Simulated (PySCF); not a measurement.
Compound: C4H12AlN.
SMILES: `C[N@H+]([AlH3-])C1CC1`

Computed, not measured: PySCF, TDDFT wB97X-D/def2-SVPD, vertical, gas phase, core orbitals frozen in the response. Isolated species at its PBE0-D3(BJ)/def2-SVP geometry (one conformer only). Torsions of this conformer, `[CH3:1][N@H+:2]([AlH3-:3])[CH:4]1[CH2:5][CH2:6]1`: C1–N2–C4–C5 -149°.

Problem. What does the calculation give for the low-lying excited states?

Solution. 

```tsv
state	E (eV)	λ (nm)	f	|μ| (D)	main configurations (H = HOMO, L = LUMO)
S1	6.70	185.0	0.0093	0.61	H→L (44%), H→L+1 (31%), H→L+2 (12%)
S2	6.88	180.2	0.027	1.01	H-1→L (35%), H-1→L+1 (34%), H-1→L+3 (16%)
S3	7.39	167.8	0.045	1.27	H→L+1 (48%), H→L (31%)
S4	7.48	165.7	0.113	2.00	H-1→L+1 (41%), H-1→L (41%)
S5	7.68	161.5	0.041	1.18	H→L+5 (21%), H→L+3 (12%), H-1→L+6 (12%)
S6	7.76	159.8	0.039	1.15	H-2→L (67%)
S7	8.02	154.5	0.0085	0.53	H-1→L+3 (47%), H-1→L+5 (10%), H-2→L (8%)
S8	8.16	152.0	0.118	1.95	H→L+3 (55%)
S9	8.39	147.8	0.075	1.54	H-1→L+5 (27%), H→L+5 (18%), H-2→L+3 (17%)
S10	8.46	146.6	0.057	1.34	H-2→L+3 (32%), H→L+6 (16%), H→L+5 (12%)
```

Triplets, Tamm–Dancoff:

```tsv
state	E (eV)	λ (nm)	main configurations (H = HOMO, L = LUMO)
T1	6.43	192.9	H→L+1 (36%), H→L (31%), H→L+2 (11%)
T2	6.51	190.4	H-1→L+1 (37%), H-1→L (25%), H-1→L+3 (16%)
T3	7.18	172.7	H→L (36%), H→L+1 (26%), H→L+5 (12%)
T4	7.36	168.4	H-1→L (38%), H-1→L+1 (30%)
```

The lowest singlet lies at 6.70 eV (185 nm, vacuum ultraviolet) and is weak; its leading configuration is HOMO→LUMO (44%). The most intense listed level is S8 at 8.16 eV (152 nm, f = 0.118), 1.46 eV above S1. Löwdin shares by element: HOMO hydrogen 55% or more, aluminium 37%; LUMO aluminium 27%, carbon 17% or more, hydrogen 13% or more (atoms not listed hold the other 43%). Of the 10 states listed, 8 reach f = 0.01 and none stays under 0.0005. Orbital energies (eV): HOMO-3 -11.23, HOMO-2 -10.24, HOMO-1 -9.24, HOMO -9.19, LUMO 1.72, LUMO+1 2.20, LUMO+2 2.45. The oscillator strengths of these states sum to 0.533; summed over the whole spectrum of an exact calculation they would give the number of electrons, 56 (Thomas–Reiche–Kuhn). No computed singlet lies in the visible range (380 to 750 nm); the lowest, at 185 nm, stands 3.44 eV above its violet end (3.26 eV). All these states lie below the vertical ionisation energy of 9.67 eV (ΔSCF). Singlets were solved by full linear response, triplets in the Tamm–Dancoff approximation.
